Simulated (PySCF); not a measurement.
BaF, SMILES [F][Ba+], charge +1.

Geometry: PBE0-D3(BJ)/def2-TZVPD. The spin state was assumed, not searched. The def2 effective core potentials stand for the cores of Ba; spin–orbit coupling is left out.

Two levels are set side by side: PBE/def2-TZVPD (PySCF) and M06-2X/def2-TZVPD (PySCF). Same geometry, gas phase. Differences are taken from unrounded values.

| quantity | M06-2X |
|---|---|
| orbital gap (eV) | 10.24 |
| highest occupied level (eV) | -16.11 |
| lowest empty level (eV) | -5.87 |
| mean polarisability (bohr³) | 20.0 |

**Question.** What does PBE give, and how far is it from M06-2X? (Estimate from the structure and the level; the computed values follow.)

**Answer.** 
```
quantity                        PBE  PBE minus M06-2X
---------------------------  ------  ----------------
orbital gap (eV)               5.92             -4.32
highest occupied level (eV)  -12.57              3.54
lowest empty level (eV)       -6.65             -0.79
mean polarisability (bohr³)    22.1               2.0
```

Without exact exchange PBE keeps part of each electron's self-repulsion, which lifts occupied levels and narrows the gap. PBE's more diffuse valence density responds more strongly to a field. Differences between two approximate levels are no errors against the true value.

Rough cost on one machine, each run with all the roots and properties that it gave: M06-2X against PBE about 3 times.
